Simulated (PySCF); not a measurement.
Computed Raman spectrum (relative Raman activity) of a molecule CH5NO2Si2. Coordinates come from a PBE0-D3(BJ)/def2-SVP optimisation. Other conformers were not sampled. Level of theory: PySCF 2.14.0 with PBE0-D3(BJ)/def2-SVP. Frequencies are harmonic and unscaled.

Lines under 2 % of the strongest are left out, and lines within 2 cm⁻¹ are merged.

ν (cm⁻¹): 418 (w), 499 (vw), 513 (vw), 554 (vw), 679 (w), 852 (vw), 888 (w), 918 (w), 923 (w), 940 (w), 2230 (vs), 2243 (s), 2252 (s), 2322 (vs), 2427 (m), 3923 (m) (against the strongest line: vs over 80 %, s over 45 %, m over 15 %, w over 4 %, vw less)

**Question.** Identify the compound among the candidates.
(A) O[Si@@H]1N=C([SiH3])O1
(B) O[SiH2]C1=N[SiH2]O1
(C) N#CO[Si@H](O)[SiH3]
(D) O[Si@H]1C=N[Si@@H]1O

**Answer.** C, N#CO[Si@H](O)[SiH3]
